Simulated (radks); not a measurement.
In2+, 47 electrons, occupied as [Kr] 4d9.5 5s1.5 (fractional occupations, a model configuration). Calculated with a radial shooting solver on a logarithmic mesh with Libxc functionals: scalar-relativistic Kohn-Sham, BLYP, spin-polarised, spherical densities, point nucleus; open shells are filled with parallel spins first (spin-orbit coupling, left out, can overturn this in heavy ions).

Local quantities along the radius. ELF = 1/(1 + alpha^2) is the electron localisation function; alpha = (tau - tau_W)/tau_unif compares the Pauli kinetic energy density with that of the uniform gas (summed over spins). tau is taken from the large components.

```
   r/bohr * ELF (the largest magnitude, 0.999, reaches the edge; | marks zero)
 0.001021 |                                                      *
 0.001351 |                                                      *
 0.001802 |                                                      *
 0.002385 |                                                      *
 0.003155 |                                                      *
 0.004208 |                                                      *
 0.005568 |                                                      *
 0.007367 |                                                      *
 0.009748 |                                                      *
    0.013 |                                                     *
   0.0172 |                                                    *
  0.02276 |                                               *
  0.03036 |                                *
  0.04017 |                  *
  0.05315 |                   *
  0.07088 |                                  *
  0.09379 |                                         *
   0.1241 |                                *
   0.1642 |                 *
    0.219 |                          *
   0.2898 |                                        *
   0.3834 |                                    *
   0.5113 |          *
   0.6766 |                        *
   0.8952 |                                         *
    1.194 |                                  *
     1.58 |                   *
     2.09 |            *
    2.766 |                *
    3.689 |                    *
    4.881 |               *
    6.458 |    *
```

On this mesh the ELF has minima near r = 0.046, 0.16, 0.51, 2.1 bohr, which separate the shells, and maxima near 0.094 (0.76), 0.33 (0.76), 0.90 (0.76), 3.7 (0.38).
